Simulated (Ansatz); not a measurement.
Reactions of `OC(F)(Cl)Br`.

Calculated with Ansatz (gas phase, PBE0-D4/def2-TZVP geometries, no zero-point term in ΔE). CBS: MP2 limit from def2 TZ/QZ plus the TZ coupled-cluster correction, frozen cores. This one scheme is used for every species, atoms too. Open shells (•) are unrestricted, without spin–orbit coupling. Spin–orbit coupling would lower the free atoms: a little for C, Cl, F, O; clearly for Br. Elements past krypton have def2 core potentials. For Br, Te outer-core shells are correlated without core-valence functions, so the limit isn't a true one: a few kJ/mol of doubt a bond, and 10 to 20 or more in all where bonds break to atoms. Scalar relativity is left out up to krypton. One conformer a species, not always the lowest.

**Question.** Order these by ΔE at CCSD(T)/CBS, lowest first. (Estimate.)
A. `OC(F)(Cl)Br` → Br• + C• + Cl• + F• + H• + O•
B. `OC(F)(Cl)Br` + H₂ → `OC(Cl)Br` + H–F
C. `OC(F)(Cl)Br` + H₂ → `FC(Cl)Br` + H₂O
D. `OC(F)(Cl)Br` + HCl → `FC(Cl)(Cl)Br` + H₂O
E. `OC(F)(Cl)Br` + H₂Te → `OC(F)(Br)[TeH]` + HCl
F. `OC(F)(Cl)Br` + HCl → `OC(F)(Cl)Cl` + HBr

**Answer.** B (-0.98 eV), C (-0.75 eV), E (-0.18 eV), F (0.00 eV), D (+0.34 eV), A (+20.55 eV).

Largest T1 diagnostic: 0.011, for `OC(F)(Br)[TeH]`.
